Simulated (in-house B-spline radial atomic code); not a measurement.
Orbital energies and mean radii along the 8-electron series, configuration [He] 2s2 2p4. The effective charge is n√(-2ε), a non-relativistic measure. Computed with an all-electron radial atomic-structure program (B-spline basis): Dirac-Hartree-Fock, average of the configuration, finite nuclei.

```csv
ion,Z,energy of 2p3/2 (Eh),mean radius of 2p3/2 (bohr),energy of 2p1/2 (Eh),mean radius of 2p1/2 (bohr),effective charge of 2p3/2
Dy58+,66,-466.86,0.078515,-498.28,0.072017,61.114
Ho59+,67,-482.53,0.077226,-516.16,0.07062,62.131
Er60+,68,-498.47,0.075977,-534.42,0.069261,63.149
Tm61+,69,-514.68,0.074764,-553.08,0.067939,64.167
Yb62+,70,-531.15,0.073587,-572.14,0.066653,65.186
```

How does the screening of 2p3/2 change?

Z less the effective charge goes from 4.89 at Z = 66 to 4.81 at Z = 70.
